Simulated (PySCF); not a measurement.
Ligands exchanged one at a time, B NH2-SiH3. Isolated molecules, 0 K electronic values unless said otherwise. Strings in code marks are SMILES.

Level of theory: PBE-D3(BJ)/def2-TZVP // B3LYP-D3(BJ)/def2-TZVP in PySCF 2.14.0. Excitations are Tamm–Dancoff values on a coarser integration grid. The basis has no diffuse functions, so Rydberg states are missing or too high.

```csv
species,S1–T1 gap (TDA) (eV),HOMO (eV),S1 excitation (TDA) (eV),HOMO–LUMO gap (eV)
0 of 3 NH2 replaced by SiH3 (`NB(N)N`),0.19,-5.08,5.24,5.17
1 of 3 NH2 replaced by SiH3,0.70,-5.76,5.80,5.41
2 of 3 NH2 replaced by SiH3 (`NB([SiH3])[SiH3]`),0.68,-6.25,4.53,4.26
3 of 3 NH2 replaced by SiH3 (`[SiH3]B([SiH3])[SiH3]`),0.70,-6.84,3.03,2.77
```
